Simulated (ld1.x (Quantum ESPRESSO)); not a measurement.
**An odd input for ld1.x (Quantum ESPRESSO) 7.5 (Cr (Z = 24))**

Command:

```bash
ld1.x < Cr.in > Cr.out
```

Input:

```
&input
   title='Cr', zed=24., rel=1, dft='PBE', iswitch=3, lsd=1,
   config='[Ar] 3d4.5 4s0 4p0',
   nld=3, rlderiv=2.00, eminld=-8.0, emaxld=5.0, deld=0.04
 /
 &inputp
   pseudotype=3, lpaw=.true., tm=.true., lloc=-1, rcloc=1.85,
   nlcc=.false.,
   which_augfun='PSQ', rmatch_augfun_nc=.true.,
   file_pseudopw='Cr.UPF', file_wfcaegen='ae.wfc', file_wfcncgen='nc.wfc', file_beta='beta', file_chi='chi', file_wfcusgen='us.wfc'
 /
6
3S  1  0   2.00   0.00  1.50  1.60  0.0
4S  2  0   0.00   0.00  1.50  1.60  0.0
3P  2  1   6.00   0.00  1.70  1.85  0.0
4P  3  1   0.00   0.00  1.70  1.85  0.0
3D  3  2   4.50   0.00  1.25  1.40  0.0
3D  3  2   0.00   0.50  1.25  1.40  0.0
 &test
   configts(1)='3s2 3p6 3d4.5 4s0 4p0'
 /
```

This is an input that runs to its end, with one change: spin polarisation asked for in a generation.

Q: How does the run end?

A: The program runs through. The occupied levels of the test differ from the all-electron ones by at most 0.00000 Ry (unchanged input: 0.00000 Ry).

```

     ------------------- End of pseudopotential generation -------------------

     Computing logarithmic derivative in   1.99514
     Computing logarithmic derivative in   1.99514
     Computing the partial wave expansion
     R is outside the sphere for l=    0 j= 0.00
     R is outside the sphere for l=    0 j= 0.00
     R is outside the sphere for l=    1 j= 0.00
     R is outside the sphere for l=    1 j= 0.00
     R is outside the sphere for l=    2 j= 0.00
     R is outside the sphere for l=    2 j= 0.00

     ---------------------- Testing the pseudopotential ----------------------

     Cr
     scalar relativistic calculation

     atomic number is 24.00   valence charge is 14.00
     dft = SLA  PW   PBX  PBC   lsd =0 sic =0 latt =0  beta=0.20 tr2=1.0E-14
     mesh =1183 r(mesh) =  99.18097 xmin = -7.00 dx = 0.01250

     n l     nl             e AE (Ry)        e PS (Ry)    De AE-PS (Ry)
     1 0     3S   1( 2.00)       -6.43557       -6.43557       -0.00000
     2 1     3P   1( 6.00)       -4.33488       -4.33488        0.00000
     3 2     3D   1( 4.50)       -1.16834       -1.16834        0.00000
     2 0     4S   1( 0.00)       -1.03335       -1.03335        0.00000
     3 1     4P   1( 0.00)       -0.69687       -0.69687       -0.00000

     eps = 2.5E-16  iter =  4

     Etot =   -2100.080758 Ry,   -1050.040379 Ha,  -28573.054331 eV
     Etotps =  -246.552082 Ry,    -123.276041 Ha,   -3354.511963 eV

     Ekin =     198.473259 Ry,      99.236629 Ha,    2700.366250 eV
     Encl =    -482.617502 Ry,    -241.308751 Ha,   -6566.345628 eV
     Ehrt =     134.217261 Ry,      67.108630 Ha,    1826.118864 eV
     Ecxc =     -96.625099 Ry,     -48.312550 Ha,   -1314.651448 eV

     ---------------------- End of pseudopotential test ----------------------
```
